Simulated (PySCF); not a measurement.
# Broadened absorption spectrum of C4H7OPSi

Compound: C4H7OPSi.
SMILES with atom numbers: `[CH3:1][Si@H:2]([PH2:3])[C:4]#[C:5][CH:6]=[O:7]` (hydrogens: H8, H9, H10 on C1; H11 on Si2; H12, H13 on P3; H14 on C6)

Computed, not measured: TDDFT wB97X-D/def2-SVPD, vertical, gas phase, core orbitals frozen in the response (PySCF). Isolated species at its GFN2-xTB geometry (one conformer only). Torsions of this conformer, `[CH3:1][Si@H:2]([PH2:3])[C:4]#[C:5][CH:6]=[O:7]`: H–P3–Si2–C1 -76°, H–P3–Si2–C1 -169°.

Computed states:

| state | E (eV) | f |
| --- | --- | --- |
| S1 | 3.81 | 0.0006 |
| S2 | 4.61 | 0.0005 |
| S3 | 5.22 | 0.313 |
| S4 | 6.23 | 0.074 |
| S5 | 6.28 | 0.0029 |
| S6 | 6.65 | 0.0097 |
| S7 | 7.04 | 0.020 |
| S8 | 7.11 | 0.013 |

Each state is given a Gaussian of 0.25 eV full width at half maximum, with ε(max) = 2.175×10⁸ f / Δν̃ (Δν̃ the width in cm⁻¹). The cross-section is σ = 3.8235×10⁻²¹ ε cm², given in Mb (10⁻¹⁸ cm²). The width is an assumption, not a result. The curve ends short of the highest state used, and states not computed would add to its high-energy end.

Q: What does the envelope look like, and where are its maxima?

A: 
(E (eV), σ (Mb)): (3.43, 0.00), (3.57, 0.02), (3.70, 0.16), (3.83, 0.26), (3.97, 0.08), (4.10, 0.01), (4.24, 0.00), (4.37, 0.01), (4.50, 0.11), (4.64, 0.18), (4.77, 0.08), (4.90, 1.34), (5.04, 30.15), (5.17, 114.90), (5.30, 97.76), (5.44, 15.36), (5.57, 0.58), (5.71, 0.00), (5.84, 0.03), (5.97, 1.41), (6.11, 15.77), (6.24, 31.53), (6.37, 14.33), (6.51, 2.77)

Maxima: 326 nm (3.81 eV), ε about 69, made up of S1 (100%); 269 nm (4.61 eV), ε about 50, made up of S2 (100%); 237 nm (5.22 eV), ε about 34000, made up of S3 (100%); 199 nm (6.23 eV), ε about 8300, made up of S4 (97%) (ε in L mol⁻¹ cm⁻¹; maxima over ε = 5, shares over 10%).

Q: What would ε be at 5.22 eV, the highest of these maxima, with half the width (0.125 eV)?

A: About 67400 L mol⁻¹ cm⁻¹ against 33700, a factor of about 2.00; a lone state at its own centre would give exactly 2.

Q: On this curve, what absorbance would a 10⁻⁴ mol/L sample give at 222 nm over a 1 cm path?

A: 222 nm is 5.585 eV, where ε is about 95 L mol⁻¹ cm⁻¹, so A = ε c l ≈ 0.0095 (Beer–Lambert, with the gas-phase spectrum and the assumed width).

Q: Coming from long wavelengths, where does ε first pass 100 L mol⁻¹ cm⁻¹?

A: At about 255 nm (4.86 eV), 1.05 eV above S1.

The run took 55 s of wall time (with the writing of density and orbital grids) on one thread of an Arm Neoverse V1, on a shared host, and the process peaked at 0.87 GiB of memory.
